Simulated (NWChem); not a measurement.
System: CHAgO; SMILES [O+]#[C-]->[AgH]

Computed with NWChem. All runs use the structure optimised with PBE0/def2-SVP. No frequency run checked for a minimum. def2 effective core potentials on Ag; no spin-orbit coupling. Ions are spin-unrestricted doublets at the neutral geometry; other ion states weren't tried.

Estimate the computed values for PBE/def2-SVP. Quantities: −ε(HOMO) (eV).


```yaml
"−ε(HOMO) (eV)": 5.74
```
